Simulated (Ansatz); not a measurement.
`CC(C)OB(S)Cl` + H–F → `CC(C)OB(F)S` + HCl  (ligand exchange at a B–Cl bond)

Gas-phase electronic energies from Ansatz, PBE0-D4/def2-TZVP geometries. CCSD(T)/CBS is the MP2 limit (def2-TZVPP, def2-QZVPP) plus CCSD(T) − MP2 in def2-TZVPP, frozen cores. This one scheme is used for every species. One conformer a species, not always the lowest.

| species | SCS-MP2/def2-QZVPP energy (Eh) |
| --- | --- |
| `CC(C)OB(S)Cl` | -1076.42953 |
| H–F | -100.36288 |
| `CC(C)OB(F)S` | -716.47262 |
| HCl | -460.33756 |

Task: Work out ΔE.

Result: ΔE = (-716.47262) + (-460.33756) − (-1076.42953) − (-100.36288) = -0.01777 Eh = -46.7 kJ/mol. CCSD(T)/CBS gives -46.1 kJ/mol.

Largest T1 diagnostic among the species: 0.012.

The D4 term adds +8.9 kJ/mol with B3LYP and +4.8 kJ/mol with PBE0; it sums over pairs of atoms, weighted by their polarisabilities, and B3LYP, whose exchange is more repulsive, gets the larger term. In def2-TZVPP, CCSD(T) changes the Hartree–Fock value by +23.1 kJ/mol (the triples alone add +4.6 kJ/mol) and MP2 by +33.4 kJ/mol.

B3LYP here is the variant with VWN-RPA as its local correlation; programs differ in this.
